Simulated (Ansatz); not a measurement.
Reaction (formal hydrolysis of a Ge–O bond): `[SiH3][O][GeH2][SH]` + H₂O → `[OH][GeH2][SH]` + `O[SiH3]`

Computed with Ansatz on PBE0-D4/def2-TZVP structures; ΔE is electronic, products minus reactants. CBS: MP2 limit from def2 TZ/QZ plus the TZ coupled-cluster correction, frozen cores. This one scheme is used for every species. Functionals use def2-TZVPP. B3LYP here is the variant with VWN-RPA as its local correlation; programs differ in this. For Ge outer-core shells are correlated without core-valence functions, which leaves a few kJ/mol of doubt a bond. Scalar relativity is left out up to krypton. One conformer a species, not always the lowest.

```
             level  ΔE (kcal/mol)  difference from CCSD(T)/CBS
            PBE-D4            2.8                         -1.8
         r2SCAN-D4            3.0                         -1.6
           PBE0-D4            3.6                         -1.0
          B3LYP-D4            4.0                         -0.6
           ωB97X-V            3.4                         -1.2
           ωB97M-V            3.5                         -1.1
            B2PLYP            2.8                         -1.8
               PBE            1.5                         -3.1
            r2SCAN            2.6                         -2.0
              PBE0            2.3                         -2.3
             B3LYP            1.8                         -2.8
     HF/def2-TZVPP            3.3                         -1.3
    MP2/def2-TZVPP            4.3                         -0.3
SCS-MP2/def2-TZVPP            4.0                         -0.6
   CCSD/def2-TZVPP            4.1                         -0.5
CCSD(T)/def2-TZVPP            4.2                         -0.4
     HF/def2-QZVPP            3.5                         -1.1
    MP2/def2-QZVPP            4.6                          0.0
SCS-MP2/def2-QZVPP            4.3                         -0.3
      HF/CBS(def2)            3.5                         -1.1
     MP2/CBS(def2)            4.7                          0.1
    CCSD/CBS(def2)            4.5                         -0.1
       CCSD(T)/CBS            4.6                            0
```

Largest T1 diagnostic among the species: 0.012.

The D4 term adds +2.2 kcal/mol with B3LYP and +1.3 kcal/mol with PBE0; it sums over pairs of atoms, weighted by their polarisabilities, and B3LYP, whose exchange is more repulsive, gets the larger term. From PBE to PBE0 (25 % exact exchange), in def2-TZVPP and without D4, ΔE moves by +0.8 kcal/mol.
